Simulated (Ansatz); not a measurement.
A nudged elastic band was laid between two geometries of AlFH2O + ClH (7 atoms, charge 0, multiplicity 1).

Method: RHF/def2-SVP (Ansatz 0.2.0).

| Quantity | Value |
| --- | --- |
| movable images | 5 |
| climbing image | yes |
| spring | 5.0 eV/Å² |
| optimiser | quadratic models (default) |
| start path | through a guess of the saddle point |
| force threshold | 0.05 eV/Å |
| iteration limit | 60 |
| end points | relaxed |

Initial state:

```xyz
7
Properties=species:S:1:pos:R:3
Al -0.098 -0.324 0.225
H -0.112 -1.317 1.430
F 1.339 0.410 -0.181
O -1.324 -0.192 -0.914
H -2.188 -0.550 -1.002
Cl -0.348 2.143 1.640
H 0.762 2.364 1.045
```

Final state:

```xyz
7
Properties=species:S:1:pos:R:3
Al -0.172 0.832 -0.148
H 0.286 -0.571 1.725
F 1.295 0.320 -0.685
O -1.556 -0.023 -0.507
H -1.743 -0.813 -0.981
Cl -0.301 2.704 0.758
H 0.221 0.085 2.079
```

Problem. What changes between the two ends?

Solution. Bonds broken: Al1–H2, Cl6–H7. Bonds formed: Al1–Cl6, H2–H7. AlFH2O + ClH becomes AlClFHO + H2.

Problem. Give the energies along the band, and the barrier.

Solution. It did not converge within its limit. The highest image is number 3 of 0 to 6, 18.9 kcal/mol above the first end and 44.0 kcal/mol above the last; the last end lies 25.1 kcal/mol below the first. The band didn't meet its force threshold, so its energies are provisional: the largest band force was still 0.12 eV/Å, and over the last iterations the top stayed at 0.82 eV. The orbitals stay closed-shell, which can raise the energy where a bond breaks towards radicals; this wasn't checked here.

```
image  path coordinate (Å)  energy (kcal/mol)  Al1–H2 (Å)  Cl6–H7 (Å)  Al1–Cl6 (Å)
    0                 0.00                0.0        1.56        1.28         2.86
    1                 1.18                1.8        1.57        1.28         2.80
    2                 2.36                3.0        1.57        1.28         2.71
    3                 3.55               18.9        1.66        1.48         2.39
    4                 4.98              -25.1        2.34        2.93         2.09
    5                 6.41              -24.4        3.07        3.99         2.08
    6                 7.82              -25.1        2.38        2.98         2.08
```

The run took 4.9 min on 1 thread of Arm Neoverse V1, on a shared host, peak memory 0.14 GiB.
